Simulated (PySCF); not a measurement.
## Steps of a relaxation of [Hg(OH)3(NH3)]−

[Hg(OH)3(NH3)]− (singlet). PySCF 2.14.0, RKS PBE0, Hg def2-SVP with ECP60, O def2-SVP, H def2-SVP, N def2-SVP; non-relativistic Hamiltonian with scalar-relativistic core potentials where named; density fitting; no spin-orbit coupling. Origin of the start: template. Columns: position (Å) and force (eV/Å). Energies are counted from the last step; some of the 60 steps are shown. Forces carry noise of the integration grid, about 0.01 to 0.03 eV/Å.

Run from Python with OMP_NUM_THREADS=2. Where DIIS fails, smearing, a level shift and second-order steps follow.
It took 4.6 min on 2 threads of Arm Neoverse V2, with other jobs on the host, from the converged density of the start.

```xyz
11
step 0  E = 7.113 eV
Hg    0.0119   -0.0110    0.0091    -2.94    2.85   -3.04
O     1.0585    1.0356    1.0557     6.07    6.61    5.80
H     1.5781    1.3077    1.8228    -0.27   -0.23   -0.17
O    -1.0347   -1.0576    1.0557    -6.43   -6.31    5.83
H    -1.5543   -1.3297    1.8228     0.10    0.33   -0.08
O     1.0585   -1.0576   -1.0375     5.93   -5.61   -6.48
H     1.5781   -1.8247   -1.3096    -0.38    0.23    0.30
N    -1.2121    1.2130   -1.2149    -2.10    2.15   -2.17
H    -1.8253    1.8262   -0.6778    -0.02    0.02    0.06
H    -0.6750    1.8262   -1.8281     0.06    0.04   -0.03
H    -1.8253    0.6759   -1.8281    -0.02   -0.07   -0.02
```

```xyz
11
step 20  E = 0.645 eV
Hg    0.4304   -0.2160    0.3242    -0.05   -0.02   -0.09
O     0.9239    1.5773    1.4081     0.16   -0.10    0.32
H     1.3745    1.2732    2.2115    -0.15    0.06   -0.26
O    -1.1235   -1.5465    1.1566     0.09    0.08    0.10
H    -1.3499   -1.0183    1.9336    -0.06   -0.10   -0.04
O     1.1731   -0.8960   -1.5868     0.31    0.91   -0.04
H     0.9327   -1.8088   -1.6741    -0.31   -0.80    0.07
N    -1.1963    1.2211   -1.2894    -0.10    0.02    0.41
H    -1.6965    2.0465   -0.9794     0.01    0.04   -0.09
H    -0.4834    1.4423   -1.9655     0.24    0.03   -0.27
H    -1.8264    0.5294   -1.6683    -0.14   -0.12   -0.10
```

```xyz
11
step 39  E = 0.257 eV
Hg    0.6611    0.1674    0.4971     0.14   -0.14    0.15
O     1.2429    1.4455    2.0607     0.03   -0.24    0.12
H     1.3830    0.8039    2.7756    -0.12    0.23   -0.22
O    -0.5834   -1.5401    1.2491     0.36   -0.14   -0.38
H    -1.1599   -1.0818    1.8589    -0.31    0.19    0.31
O     0.9414   -0.4413   -1.5358    -0.09    0.31   -0.08
H     0.3781   -1.2193   -1.5639    -0.05   -0.30    0.10
N    -1.4253    1.1720   -1.5963    -0.11    1.22   -0.59
H    -1.4480    2.0464   -2.1810     0.23   -1.19    0.64
H    -0.5803    0.6071   -1.8260    -0.08    0.22   -0.04
H    -2.2511    0.6443   -1.8679    -0.01   -0.15   -0.01
```

**Question.** Where does the relaxation end?

**Answer.** It stopped unconverged at step 59:
```xyz
11
step 59  E = 0
Hg    1.0077    0.2907    0.5970
O     1.6356    1.3513    2.2142
H     1.1899    0.9111    2.9487
O    -0.1495   -1.7122    0.9933
H    -0.9429   -1.5283    1.5185
O     0.5284   -0.4678   -1.2432
H     0.0386   -1.1816   -0.7640
N    -1.5883    1.4307   -1.8619
H    -1.3469    1.9091   -2.7309
H    -0.8204    0.7474   -1.6951
H    -2.3937    0.8538   -2.1062
```
